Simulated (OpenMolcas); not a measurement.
## F4+: the spin-orbit constant, worked from levels

```yaml
Program: OpenMolcas 26.06
Basis: ANO-RCC-VTZP [4s3p2d1f]
Scalar_Hamiltonian: DKH2, point nucleus
Active_space: 3 electrons in 8 orbitals (2s 2p 3s 3p)
State_averaging: 2S+1 = 4 odd, 1 root; 2S+1 = 2 odd, 8 roots; 2S+1 = 4 even, 3 roots; 2S+1 = 2 even, 9 roots
Spin-orbit_coupling: RASSI with atomic mean-field integrals over the reference wave functions, term energies averaged over their components
```

Methods: CASSCF; SS-CASPT2, IPEA 0.25 Eh, imaginary shift 0.1 Eh (closed shells correlated: 1s). Measured levels: Moore, Atomic Energy Levels, vol. I, NSRDS-NBS 35 (1971 reprint of NBS Circular 467, 1949).

**The spin-orbit constant.** For the Hund term ²P° of p1, E(J) = (A/2) J(J+1) + constant and ζ = 2S·A = A. From J = 1/2 to J = 3/2 the energy changes by 1.5 A.

```csv
Source,E(3/2) - E(1/2),A,ζ
CASSCF,729.8,486.5,487
SS-CASPT2,729.8,486.5,487
measured,746.0,497.3,497
```

All in cm-1. SS-CASPT2 is off by -2.2 % and CASSCF by -2.2 %. Both methods take the spin-orbit matrix elements from the reference wave functions, so the second can move ζ only through the term energies and any multistate remixing.

Active for correlation alone: 3p 3s; no level in the range computed is led by a configuration that fills them, so any true level of that kind is missing. Measured partners are found by configuration, term and J. A level has none where our copy of the source lacks it or the pairing is in doubt (some pairs that miss far off the trend of their configuration count as doubtful), and it then counts in no deviation. Levels of configurations outside the active space are missing.

° marks odd parity.
